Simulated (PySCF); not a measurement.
## Electron correlation in Se (selenium, neutral)

[Ar] 3d10 4s1 4p4 5s1, high-spin 5P determinant (an excited configuration). All numbers are calculated (PySCF 2.14, a scalar-relativistic core potential, in aug-cc-pVQZ-PP with ECP10MDF). Frozen: 3s2 3p6 3d10; 6 electrons correlated.

```tsv
level	correlation energy (mhartree)
CCSD	-122.05
(T)	-11.36
CCSD(T)	-133.41
```

Diagnostics: T1 = 0.019, D1 = 0.0439, largest double amplitude 0.186.

Task: Is a single reference adequate?

Result: Not fully. The outer electron is Rydberg-like, and this basis confines it to a smaller radius and binds it less than a complete one would. A double-excitation amplitude exceeds 0.15, a sign of near-degeneracy.
